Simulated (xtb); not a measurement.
thiooxirane (C2H4S), singlet, geometry from GFN2-xTB, atoms displaced at random by about 0.06 Å a coordinate; GFN2-xTB run with xtb 6.7.1.

Input for xtb:
```
$ xtb mol.xyz --gfn 2 --chrg 0 --uhf 0 --ohess --json

# file mol.xyz
7

C      0.04320824    -0.73102988    -0.75132719
S     -0.06043350     0.04768253     0.84432045
C      0.05369976     0.75131819    -0.79074502
H     -0.89591600    -1.31546915    -1.13706999
H      0.87824430    -1.25251241    -1.07806262
H      0.94171533     1.38528679    -1.11174169
H     -0.86392664     1.35952049    -1.03479460
```

Output, abridged:

```
   ID    Z sym.   atoms
    1    6 C      1, 3
    2   16 S      2
    3    1 H      4-7

           -------------------------------------------------
          |                Calculation Setup                |
           -------------------------------------------------

           -------------------------------------------------
          |                 G F N 2 - x T B                 |
           -------------------------------------------------

          ...................................................
          :                      SETUP                      :
          :.................................................:
          :  # basis functions                  22          :
          :  # atomic orbitals                  21          :
          :  # shells                           11          :
          :  # electrons                        18          :
          :  max. iterations                   250          :
          :  Hamiltonian                  GFN2-xTB          :
          :  restarted?                      false          :
          :  GBSA solvation                  false          :
          :  PC potential                    false          :
          :  electronic temp.          300.0000000     K    :
          :  accuracy                    1.0000000          :
          :  -> integral cutoff          0.2500000E+02      :
          :  -> integral neglect         0.1000000E-07      :
          :  -> SCF convergence          0.1000000E-05 Eh   :
          :  -> wf. convergence          0.1000000E-03 e    :
          :  Broyden damping             0.4000000          :
          :  net charge                          0          :
          :  unpaired electrons                  0          :
          ...................................................

 iter      E             dE          RMSdq      gap      omega  full diag
   1     -9.5869406 -0.958694E+01  0.602E+00    4.63       0.0  T
   2     -9.6145876 -0.276471E-01  0.335E+00    3.84       1.0  T
   3     -9.6163928 -0.180515E-02  0.121E+00    3.87       1.0  T
   4     -9.6178589 -0.146610E-02  0.457E-01    3.70       1.0  T
   5     -9.6178663 -0.740016E-05  0.998E-02    3.69       1.0  T
   6     -9.6178737 -0.740077E-05  0.562E-02    3.69       1.0  T
   7     -9.6178751 -0.143745E-05  0.139E-02    3.69       2.7  T
   8     -9.6178754 -0.318342E-06  0.585E-03    3.69       6.5  T
   9     -9.6178754 -0.243087E-08  0.182E-03    3.69      20.8  T
  10     -9.6178755 -0.515925E-08  0.355E-04    3.69     106.4  T
  11     -9.6178755 -0.201501E-09  0.936E-05    3.69     403.9  T

   *** convergence criteria satisfied after 11 iterations ***

         :::::::::::::::::::::::::::::::::::::::::::::::::::::
         ::                     SUMMARY                     ::
         :::::::::::::::::::::::::::::::::::::::::::::::::::::
         :: total energy              -9.522416027071 Eh    ::
         :: gradient norm              0.099450440163 Eh/a0 ::
         :: HOMO-LUMO gap              3.693067077877 eV    ::
         ::.................................................::
         :: SCC energy                -9.617875132083 Eh    ::
         :: -> isotropic ES            0.002956867106 Eh    ::
         :: -> anisotropic ES          0.001181435483 Eh    ::
         :: -> anisotropic XC          0.008958698991 Eh    ::
         :: -> dispersion             -0.002895644393 Eh    ::
         :: repulsion energy           0.095459105012 Eh    ::
         :: add. restraining           0.000000000000 Eh    ::
         :: total charge               0.000000000000 e     ::
         :::::::::::::::::::::::::::::::::::::::::::::::::::::

      -----------------------------------------------------------
     |                   =====================                   |
     |                        A N C O P T                        |
     |                   =====================                   |
     |               Approximate Normal Coordinate               |
     |                Rational Function Optimizer                |
      -----------------------------------------------------------
      -----------------------------------------------------------
     |                   =====================                   |
     |                        A N C O P T                        |
     |                   =====================                   |
     |               Approximate Normal Coordinate               |
     |                Rational Function Optimizer                |
      -----------------------------------------------------------

          ...................................................
          :                      SETUP                      :
          :.................................................:
          :   optimization level            normal          :
          :   max. optcycles                   200          :
          :   ANC micro-cycles                  20          :
          :   degrees of freedom                15          :
          :.................................................:
          :   RF solver                   davidson          :
          :   write xtbopt.log                true          :
          :   linear?                        false          :
          :   energy convergence         0.5000000E-05 Eh   :
          :   grad. convergence          0.1000000E-02 Eh/α :
          :   maxmium RF displ.          1.0000000          :
          :   Hlow (freq-cutoff)         0.1000000E-01      :
          :   Hmax (freq-cutoff)         5.0000000          :
          :   S6 in model hess.         20.0000000          :
          ...................................................

generating ANC from exact Hessian ...
Using Lindh-Hessian (1995)
 Shifting diagonal of input Hessian by    0.0000000000000000
 Lowest  eigenvalues of input Hessian
    0.000000    0.000000    0.000000    0.000000    0.000000    0.000000
[...]
 * total energy  :    -9.5224160 Eh     change       -0.2311040E-10 Eh
 * total energy  :    -9.5332862 Eh     change       -0.1087020E-01 Eh
 * total energy  :    -9.5347940 Eh     change       -0.1507728E-02 Eh
 * total energy  :    -9.5349357 Eh     change       -0.1417439E-03 Eh
 * total energy  :    -9.5349585 Eh     change       -0.2276533E-04 Eh
 * total energy  :    -9.5349652 Eh     change       -0.6760244E-05 Eh
 * total energy  :    -9.5349657 Eh     change       -0.4822172E-06 Eh
   *** GEOMETRY OPTIMIZATION CONVERGED AFTER 7 ITERATIONS ***
         :: total energy              -9.534965707914 Eh    ::
[...]
     #   Z sym  total        # sym  WBO       # sym  WBO       # sym  WBO
 ---------------------------------------------------------------------------
     1   6 C    3.952 --     3 C    1.031     5 H    0.979     4 H    0.979
                             2 S    0.963
     2  16 S    1.966 --     1 C    0.963     3 C    0.963
     3   6 C    3.952 --     1 C    1.031     6 H    0.979     7 H    0.979
                             2 S    0.963
     4   1 H    0.997 --     1 C    0.979
     5   1 H    0.997 --     1 C    0.979
     6   1 H    0.997 --     3 C    0.979
     7   1 H    0.997 --     3 C    0.979
 ---------------------------------------------------------------------------

Topologies differ in total number of bonds
Writing topology from bond orders to xtbtopo.mol

molecular dipole:
                 x           y           z       tot (Debye)
 q only:        0.013       0.003      -0.747
   full:        0.019       0.004      -1.072       2.726
molecular quadrupole (traceless):
                xx          xy          yy          xz          yz          zz
 q only:       -0.139       0.005       0.710       0.005      -0.062      -0.571
  q+dip:        1.958      -0.002       1.213       0.084      -0.079      -3.171
   full:        0.581       0.005       1.413       0.040      -0.083      -1.993

           -------------------------------------------------
          |               Frequency Printout                |
           -------------------------------------------------
 projected vibrational frequencies (cm⁻¹)
eigval :       -0.00    -0.00    -0.00     0.00     0.00     0.00
eigval :      693.64   726.30   814.22   863.21   924.13  1021.83
eigval :     1035.66  1129.67  1183.86  1408.10  1441.54  3054.07
eigval :     3061.10  3061.64  3079.68
 reduced masses (amu)
   1:  7.55   2: 15.43   3: 11.53   4: 29.00   5: 24.18   6: 20.50   7: 20.33   8: 13.78
   9:  1.19  10:  1.71  11:  3.19  12:  2.09  13:  3.70  14:  3.91  15: 10.06  16:  1.90
  17:  3.21  18:  1.46  19:  2.05  20:  1.47  21:  2.14
 IR intensities (km·mol⁻¹)
   1:  0.19   2:  1.05   3:  3.62   4:  2.39   5:  1.23   6:  3.55   7:  0.52   8:  2.45
   9:  0.52  10:  0.00  11:  0.20  12:  5.29  13: 10.71  14:  0.00  15: 12.37  16:  0.01
  17:  1.06  18:  2.19  19:  0.80  20: 11.18  21: 14.16
 Raman intensities (Ä⁴*amu⁻¹)
   1:  0.00   2:  0.00   3:  0.00   4:  0.00   5:  0.00   6:  0.00   7:  0.00   8:  0.00
   9:  0.00  10:  0.00  11:  0.00  12:  0.00  13:  0.00  14:  0.00  15:  0.00  16:  0.00
  17:  0.00  18:  0.00  19:  0.00  20:  0.00  21:  0.00
 output can be read by thermo (or use thermo option).
 writing <g98.out> molden fake output.
 recommended (thermochemical) frequency scaling factor: 1.0
           -------------------------------------------------
          |             Thermodynamic Functions             |
           -------------------------------------------------

c2v symmetry found (for desy threshold:  0.10E+00) used in thermo

          ...................................................
          :                      SETUP                      :
          :.................................................:
          :  # frequencies                          15      :
          :  # imaginary freq.                       0      :
          :  linear?                             false      :
          :  only rotor calc.                    false      :
          :  symmetry                              c2v      :
          :  rotational number                       2      :
          :  scaling factor                  1.0000000      :
          :  rotor cutoff                   50.0000000 cm⁻¹ :
          :  imag. cutoff                  -20.0000000 cm⁻¹ :
          :.................................................:

    mode    ω/cm⁻¹     T·S(HO)/kcal·mol⁻¹    T·S(FR)/kcal·mol⁻¹   T·S(vib)
   ------------------------------------------------------------------------
   ------------------------------------------------------------------------

   temp. (K)  partition function   enthalpy   heat capacity  entropy
                                   cal/mol     cal/K/mol   cal/K/mol   J/K/mol
 298.15  VIB   1.15                  328.139      4.629      1.373
         ROT  0.973E+04              888.752      2.981     21.230
         INT  0.112E+05             1216.891      7.610     22.603
         TR   0.451E+27             1481.254      4.968     38.184
         TOT                        2698.1453    12.5783    60.7869   254.3326

       T/K    H(0)-H(T)+PV         H(T)/Eh          T*S/Eh         G(T)/Eh
   ------------------------------------------------------------------------
    298.15    0.429977E-02    0.578336E-01    0.288818E-01    0.289518E-01
   ------------------------------------------------------------------------

         :::::::::::::::::::::::::::::::::::::::::::::::::::::
         ::                  THERMODYNAMIC                  ::
         :::::::::::::::::::::::::::::::::::::::::::::::::::::
         :: total free energy          -9.506013939596 Eh   ::
         ::.................................................::
         :: total energy               -9.534965707914 Eh   ::
         :: zero point energy           0.053533837451 Eh   ::
         :: G(RRHO) w/o ZPVE           -0.024582069134 Eh   ::
         :: G(RRHO) contrib.            0.028951768318 Eh   ::
         :::::::::::::::::::::::::::::::::::::::::::::::::::::

optimized geometry written to: xtbopt.xyz

           -------------------------------------------------
          | TOTAL ENERGY               -9.534965707914 Eh   |
          | TOTAL ENTHALPY             -9.477132102298 Eh   |
          | TOTAL FREE ENERGY          -9.506013939596 Eh   |
          | GRADIENT NORM               0.000186029130 Eh/α |
          | HOMO-LUMO GAP               3.685354593368 eV   |
           -------------------------------------------------

normal termination of xtb
```
